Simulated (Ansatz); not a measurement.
Gas-phase electronic energies from Ansatz, PBE0-D4/def2-TZVP geometries. CCSD(T)/CBS is the MP2 limit (def2-TZVPP, def2-QZVPP) plus CCSD(T) − MP2 in def2-TZVPP, frozen cores. Double bonds are as drawn, so ΔE can hold a change between cis and trans. DFT in def2-TZVPP. B3LYP here is the variant with VWN-RPA as its local correlation; programs differ in this. For Ga outer-core shells are correlated without core-valence functions, which leaves a few kJ/mol of doubt a bond. Scalar relativity is left out up to krypton. One conformer a species, not always the lowest.

Consider the formal exchange of groups at a Ga–O bond: `[SiH3][O][GaH][SH]` + `C/C=C/CCC` → `C/C=[CH]\[GaH][SH]` + `CCCO[SiH3]`.

```csv
level,ΔE (eV)
r2SCAN-D4,1.39
ωB97M-V,1.36
B3LYP,1.35
HF/CBS(def2),1.45
```

**Question.** What does CCSD(T)/CBS give? (Estimate.)

**Answer.** Computed: +1.39 eV. The listed levels differ from it by 0.00, -0.03, -0.04, 0.06 eV.

Largest T1 diagnostic among the species: 0.014.

From PBE to PBE0 (25 % exact exchange), in def2-TZVPP and without D4, ΔE moves by +0.04 eV.
